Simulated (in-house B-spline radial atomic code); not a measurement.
Removing one electron from neutral ytterbium

Closed shell [Xe] 4f14 6s2. Computed with a B-spline radial code for spherical atoms: Koopmans values of Dirac-Hartree-Fock plus a diagonal self-energy, in second order or with its direct term screened (direct RPA, with the hole-particle interaction, or full time-dependent Hartree-Fock), linearised in energy; no-pair Dirac-Coulomb Hamiltonian, finite nucleus. Shifts add to the Koopmans value (the ΔSCF shift is orbital relaxation alone); the final value takes TDHF screening with Breit and QED.

Command:
```bash
python run_mb.py task.json out
```
Settings (nuclear radius in fm, box in bohr, cutoff in hartree):
```
basis_form          2
Z                   70
core_configuration  [Xe] 4f14 6s2
rms_radius          5.3108
mass_number         174
speed_of_light      137.036
box_radius          30.116
lmax                7
intervals           65
virtual_cutoff      19600.0
```

Time taken, with all properties: 80 s on 1 thread of Intel(R) Xeon(R) Platinum 8259CL CPU @ 2.50GHz, on a shared host.

Energies in eV:

| subshell | Koopmans | ΔSCF shift | second order | direct RPA | hole-particle | TDHF | Breit + QED | final |
| --- | --- | --- | --- | --- | --- | --- | --- | --- |
| 6s1/2 | 5.347 | -0.198 | ? | ? | ? | ? | ? | ? |

Question: What does the self-energy do to 6s1/2?

Answer: It shifts the removal energy by 1.057 eV in second order, 0.509 with direct RPA, 0.443 with the hole-particle term and 0.592 with TDHF screening (quasi-particle weight 0.885); Breit and QED add -0.008 eV. The final value is 5.931 eV, against 6.254 eV (NIST, measured).
